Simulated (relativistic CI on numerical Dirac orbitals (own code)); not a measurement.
**One change at a time: Cu XVIII**

Base calculation: Dirac-Coulomb-Breit CI, KLI orbitals optimised for each configuration, model QED, unscaled Slater integrals.

Configuration list (outside the closed core [Ne]): 3s², 3s3p, 3p², 3s3d, 3d², 3p3d, 3p4s, 3s4s, 3d4s, 3s4p, 3s4d, 3s4f, 3s5s, 3s5p, 3s5d, 4s². Levels of other configurations are missing.

Variants: (1) QED terms removed; (2) one mean potential for all configurations. Shifts of the energy above 3s² ¹S0, in cm⁻¹, for the lowest level and the first level of each name with at least 55 % of one term (blank where a level changes its place among those of its configuration and J or its character, or is not in the variant):

```csv
Level,Base,Δ(1),Δ(2)
3s² ¹S0,0,0,0
3s3p ³P°0,278526,+1056,+171
3s3p ³P°1,288182,+1038,+171
3s3p ³P°2,313369,+976,+170
3s3p ¹P°1,431883,+1027,+222
3p² ³P0,666914,+2135,+370
3p² ¹D2,679978,+1912,+319
3p² ³P1,686262,+2081,+352
3p² ³P2,716689,+1951,+323
3p² ¹S0,810188,+1987,+475
3s3d ³D1,821960,+1037,+172
3s3d ³D2,823983,+1029,+170
3s3d ³D3,827167,+1015,+167
3s3d ¹D2,929422,+1255,+235
```

At this charge energies of transitions that change n are usually good to better than 1 %, and those within a shell (Δn = 0) to a few per cent.

Ionisation energy from the two ground configurations alone: base 628.473 eV. The NIST ASD value (semi-empirical) is 632.5 eV.

LS names give the leading component of a level, which can be under half, so a name can repeat, a term be missing and a line seem to break the LS rules.
